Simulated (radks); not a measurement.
The numbers below are computed, except where a source is named.
Problem. The phosphorus ion P3+, configuration [Ne] 3s2 (the NIST ground configuration). Level of theory: scalar-relativistic Kohn-Sham, LDA (Slater exchange, Perdew-Wang correlation), spin-polarised, spherical densities, finite nucleus; Fermi nuclear charge, rms radius 3.1889 fm (a radial shooting solver on a logarithmic mesh with Libxc functionals). Some entries of the table are withheld. Estimate them.

orbital,occ.,eigenvalue (eV),r(max) (bohr),<1/r> (bohr^-1)
1s,2,-2115.934,0.06784,14.60
2s,2,-211.5543,0.4195,2.819
2p,6,-163.0636,(1),(2)
3s,2,(3),1.468,0.8286

Solution. 
(1) 2p r(max) (bohr): 0.3527
(2) 2p <1/r> (bohr^-1): 2.718
(3) 3s eigenvalue (eV): -45.7432
